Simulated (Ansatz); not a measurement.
```yaml
crystal:
  periodic: [false, false, false]
  atoms:
    - {symbol: Ti, position_ang: [0.050630, -0.000182, 0.035429]}
    - {symbol: H, position_ang: [0.044602, -0.015654, 1.722596]}
    - {symbol: H, position_ang: [1.633574, 0.009535, -0.548516]}
    - {symbol: Cl, position_ang: [-0.869550, 1.861285, -0.587740]}
    - {symbol: Cl, position_ang: [-0.859276, -1.854984, -0.621768]}
basis:
  gaussian: {orbitals: def2-TZVP, nuclear_model: gaussian, point_charges: [{charge: -1.00, position_ang: [5.325, 0.634, -0.817]}]}
total_charge: 1
magnetization: {spin_polarized: true, initial_magnetization: 1}
hamiltonian: {xc: {name: r2SCAN50}, dispersion: d3bjatm}
scf: {omitted_lower_state_checks: [starts]}
output: {forces: true}
```

```sh
$ ansatz run in.yaml --threads 4 --pin off --events-out ev --progress --plain --max-ram 3916MiB
```

It prints (some lines left out):

```
Functional definition: r2SCAN50
930 factors; integrals over basis functions are off by at most 1.0e-3 eV
mean field evaluation 1: about -48178.3800 eV, gradient 2.8e1 eV
mean field evaluation 2: about -48112.9569 eV, gradient 1.5e2 eV
mean field evaluation 4: about -48182.6379 eV, gradient 3.5e0 eV
mean field evaluation 8: about -48182.8624 eV, gradient 6.0e-1 eV
mean field evaluation 16: about -48182.9143 eV, gradient 1.6e-1 eV
mean field evaluation 32: about -48182.9232 eV, gradient 5.8e-3 eV
mean field -48182.92315883 eV, -1770.6897665286 hartree, gradient 3.4e-5 eV, S^2 0.785433; 0 other end points of the search recorded, 0 dependent functions left out
reference -48182.92316772 eV, -1770.6897668553 hartree; 29, 28 occupied and 102, 103 virtual orbitals, 930 factors
Total energy: -48182.97184152 eV, -1770.6915555847 hartree
Atom 0 at     0.050630    -0.000182     0.035429 Å, force    -3.687831     0.112443     0.924718 eV/Å
Atom 1 at     0.044602    -0.015654     1.722596 Å, force    -0.187331     0.000639    -0.707184 eV/Å
Atom 2 at     1.633574     0.009535    -0.548516 Å, force     3.298714     0.060679    -1.298139 eV/Å
Atom 3 at    -0.869550     1.861285    -0.587740 Å, force     0.651585    -1.330565     0.491930 eV/Å
Atom 4 at    -0.859276    -1.854984    -0.621768 Å, force     0.634789     1.261521     0.495125 eV/Å
Dipole moment:     1.226484     0.027626     0.165244 e Å
Checks for a lower state left out: starts
```

Run time 11 s (4 threads of Arm Neoverse V2 on a shared host).

The dipole of an ion depends on the origin.
